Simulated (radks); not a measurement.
Q: These are the eigenvalues of the occupied orbitals of an atom or ion with whole-number occupations (eV). Calculated with a radial shooting solver on a logarithmic mesh with Libxc functionals: Dirac Kohn-Sham, PBE, spin-unpolarised, spherical densities, finite nucleus; Fermi nuclear charge, rms radius of each element as measured or else 0.836 A^(1/3) + 0.57 fm.

| orbital | eigenvalue |
|---|---|
| 1s1/2 | -40237.81 |
| 2s1/2 | -6444.925 |
| 2p1/2 | -6085.628 |
| 2p3/2 | -5638.988 |
| 3s1/2 | -1391.383 |
| 3p1/2 | -1239.173 |
| 3p3/2 | -1151.376 |
| 3d3/2 | -885.2372 |
| 3d5/2 | -866.3763 |
| 4s1/2 | -285.9675 |
| 4p1/2 | -229.5166 |
| 4p3/2 | -210.7984 |
| 4d3/2 | -118.2405 |
| 4d5/2 | -114.9855 |
| 5s1/2 | -49.9351 |
| 5p1/2 | -34.9826 |
| 5p3/2 | -32.4039 |
| 4f5/2 | -13.0407 |

Which element is it, and in what charge state? The configuration may be excited. Open shells, if any, fill j = l - 1/2 first.

A: Z = 58, cerium, charge +2: Ce2+ in [Xe] 4f2. The list shows which subshells hold electrons but not how many an open one holds; the 1s level, -1478.7 hartree, gives Z - s = 54.4 by -(Z - s)^2/2, which with screening and relativity narrows Z to a few neighbours, and the depths of the outer levels then fix element, charge and occupations together.
